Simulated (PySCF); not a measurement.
C3Si (singlet state).
Structure used (PBE0-D3(BJ)/def2-SVP), in Å, numbered top down from 1:
```
atom  x, y, z in Å
C1    -1.2945   -0.2631   -0.2406
C2    -0.0109    0.1419   -0.7297
Si3    1.5359    0.2945    0.2625
C4    -0.1931   -0.1988    0.6744
```

Computed with PySCF at PBE0/pcSseg-1 and CAM-B3LYP/def2-SVPD, non-relativistic, on one gas-phase PBE0-D3(BJ)/def2-SVP geometry that isn't relaxed in the solvent. The solvent is an IEF-PCM continuum (Bondi radii, 1.10 Å for H, scaled by 1.2). Only the electrostatic response of the medium enters.

Gas phase at PBE0/pcSseg-1: HOMO -6.85 eV, LUMO -3.97 eV, dipole 3.99 D.

**Question.** What does the continuum do to the energy, the frontier levels and the dipole at PBE0/pcSseg-1 in benzene and dimethylsulfoxide?

**Answer.** 
| solvent | ε | E(solvent) − E(gas) (kJ/mol) | polarisation term (kJ/mol) | distortion of the solute (kJ/mol) | HOMO (eV) | LUMO (eV) | dipole (D) |
| --- | --- | --- | --- | --- | --- | --- | --- |
| benzene | 2.271 | -12.62 | -13.88 | 1.26 | -6.94 | -3.83 | 4.59 |
| dimethylsulfoxide | 46.83 | -28.80 | -35.25 | 6.45 | -7.08 | -3.67 | 5.34 |

The first energy column is the sum of the next two and covers electrostatics alone. From benzene to dimethylsulfoxide the lowering changes by a factor 2.28, Onsager's factor (ε − 1)/(2ε + 1) by 2.11 and ε itself by 20.6.

**Question.** Which radius a makes the point-dipole formula ΔE = −[(ε − 1)/(2ε + 1)]·μ²/a³ give the value in dimethylsulfoxide, with the gas-phase dipole?

**Answer.** μ = 1.571 au and |ΔE| = 0.01097 Eh give a = 2.53 Å; the farthest nucleus lies 1.58 Å from the centroid of the nuclei. The formula assumes a rigid point dipole at the centre of a sphere.

**Question.** Give the dipole vector in the frame of the coordinates (D, pointing from negative to positive charge), gas and dimethylsulfoxide.

**Answer.** Gas (3.86, 0.76, 0.68), solvent (5.16, 1.02, 0.91). Its length changes by +34 % and its direction by less than 1°.

**Question.** Which Hirshfeld charges (PBE0/pcSseg-1) respond most in benzene (means over atoms taken as equivalent)?

**Answer.** 
```tsv
atoms	environment	gas (e)	solvent (e)	change
Si3	silicon bonded to 2 C	+0.383	+0.413	+0.030
C1	carbon bonded to 2 C	-0.096	-0.122	-0.026
C2/C4	carbon bonded to 2 C and Si	-0.143	-0.146	-0.003
```

**Question.** Which Mayer bond orders change most in benzene?

**Answer.** 
```json
{"bond": "C4–C1", "length (Å)": "1.433", "gas": "1.139", "solvent": "1.167", "change": "+0.028"}
{"bond": "C1–C2", "length (Å)": "1.432", "gas": "1.141", "solvent": "1.168", "change": "+0.027"}
{"bond": "Si3–C4", "length (Å)": "1.845", "gas": "0.937", "solvent": "0.920", "change": "-0.017"}
{"bond": "C2–Si3", "length (Å)": "1.844", "gas": "0.938", "solvent": "0.921", "change": "-0.017"}
{"bond": "C4–C2", "length (Å)": "1.456", "gas": "1.012", "solvent": "1.013", "change": "+0.001"}
```

Gas phase at CAM-B3LYP/def2-SVPD: HOMO -8.16 eV, LUMO -2.82 eV, dipole 4.40 D.

**Question.** What does the continuum do to the energy, the frontier levels and the dipole at CAM-B3LYP/def2-SVPD in benzene?

**Answer.** 
```tsv
solvent	ε	E(solvent) − E(gas) (kJ/mol)	polarisation term (kJ/mol)	distortion of the solute (kJ/mol)	HOMO (eV)	LUMO (eV)	dipole (D)
benzene	2.271	-13.25	-14.70	1.45	-8.27	-2.66	5.05
```

**Question.** How does the static polarisability (CAM-B3LYP/def2-SVPD, frozen core, with the continuum's full static response) change?

**Answer.** 
```json
{"medium": "gas", "isotropic (au)": "52.3", "principal values (au)": "41.8, 47.7, 67.3", "⟨r²⟩ of the electrons (bohr²)": "240.3"}
{"medium": "benzene", "isotropic (au)": "59.3", "principal values (au)": "46.7, 54.6, 76.6", "⟨r²⟩ of the electrons (bohr²)": "240.6"}
```

The isotropic value in benzene is 1.13 times the gas-phase one; no cavity-field correction is applied. ⟨r²⟩ is taken about the centre of nuclear charge.
